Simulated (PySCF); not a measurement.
# Threshold energies of SnO in a plasma

PBE0 in PySCF with def2-TZVPPD on every atom (core potentials on Sn), for the lowest determinant that a PBE0 search found; no spin–orbit coupling.

```tsv
species	state (unpaired electrons)	Re (Å)	ωe (cm⁻¹)	energy of the minimum from the neutral (eV)	De (eV)	dissociates to
SnO	singlet (closed shell)	1.818	869	0.00	5.36	Sn + O
SnO⁺	doublet (π ↑)	1.973	644	9.43	3.23	Sn⁺ + O
```

Question: Work out the lowest energy to break SnO into atoms, from its vibrational ground state.

Answer: D0 = De − ωe/2 = 5.36 − 0.05 = 5.31 eV (PBE0/def2-TZVPPD).

Question: Work out the ionisation energy of the Sn atom at this level and the threshold of dissociative ionisation.

Answer: IE(Sn) = 9.43 + 3.23 − 5.36 = 7.30 eV, so Sn⁺ + O + e⁻ appears at D0 + IE(Sn) = 12.61 eV (PBE0/def2-TZVPPD). The measured IE(Sn) is 7.344 eV (NIST ASD).

These are thermodynamic thresholds; the onsets seen under electron impact lie higher where the geometry changes, and cross-sections peak well above them.

These are scalar-relativistic numbers at best; spin–orbit coupling would shift them, the dissociation energy most. For an ion De counts to the pair picked by the measured ionisation energies or electron affinities, which need not be the lowest pair at this level. States were picked by a PBE0 search and need not be the measured ground states.
